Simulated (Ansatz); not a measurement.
Reaction (isomerisation): `O/C(Cl)=N/[SiH3]` → `N[Si@H]1O[C@H]1Cl`

Computed with Ansatz on PBE0-D4/def2-TZVP structures; ΔE is electronic, products minus reactants. CCSD(T)/CBS is the MP2 limit (def2-TZVPP, def2-QZVPP) plus CCSD(T) − MP2 in def2-TZVPP, frozen cores. DFT in def2-TZVPP. HSE06 is defined as in plane-wave codes. One conformer a species, not always the lowest.

| level | ΔE (kJ/mol) | difference from CCSD(T)/CBS |
| --- | --- | --- |
| B97M-V | -36.1 | 11.4 |
| HSE06-D4 | -39.1 | 8.4 |
| ωB97X-V | -40.8 | 6.7 |
| B2PLYP | -34.1 | 13.4 |
| revPBE | -30.0 | 17.5 |
| HSE06 | -39.1 | 8.4 |
| BHLYP | -33.4 | 14.1 |
| CAM-B3LYP | -36.0 | 11.5 |
| CCSD/def2-SVP | 10.6 | 58.1 |
| CCSD(T)/def2-SVP | 15.0 | 62.5 |
| CCSD(T)/CBS | -47.5 | 0 |

Largest T1 diagnostic among the species: 0.013.

From PBE to PBE0 (25 % exact exchange), in def2-TZVPP and without D4, ΔE moves by −5.7 kJ/mol. In def2-TZVPP, CCSD(T) changes the Hartree–Fock value by −19.9 kJ/mol (the triples alone add +2.2 kJ/mol) and MP2 by −25.7 kJ/mol.

CCSD(T)/CBS has its own doubt, a few kJ/mol and more with outer-core shells, so smaller differences from it don't rank the levels.
